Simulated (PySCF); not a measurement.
Ligands exchanged one at a time, Al SH-H. Isolated molecules, 0 K electronic values unless said otherwise. One relaxed conformer stands for each flexible species; it need not be the lowest. Strings in code marks are SMILES.

All values below come from TPSSh-D3(BJ)/def2-TZVP in PySCF 2.14.0. All candidates: neutral, multiplicity 1. Excitations are Tamm–Dancoff values on a coarser integration grid. The basis has no diffuse functions, so Rydberg states are missing or too high.

```yaml
T1 excitation (TDA): 4.84 eV
S1 excitation (TDA): 5.58 eV
HOMO–LUMO gap: 5.71 eV
```

Task: Say which member has these values.
A) `[SH][AlH][SH]` (H–S–Al–S torsion 0°, S–Al–S–H torsion 0°)
B) `[SH][Al]([SH])[SH]`
C) `[AlH2][SH]`

Result: A, `[SH][AlH][SH]` (H–S–Al–S torsion 0°, S–Al–S–H torsion 0°). The others give `[SH][Al]([SH])[SH]`: 5.23 eV, 5.55 eV, 6.09 eV; `[AlH2][SH]`: 4.54 eV, 5.45 eV, 5.51 eV
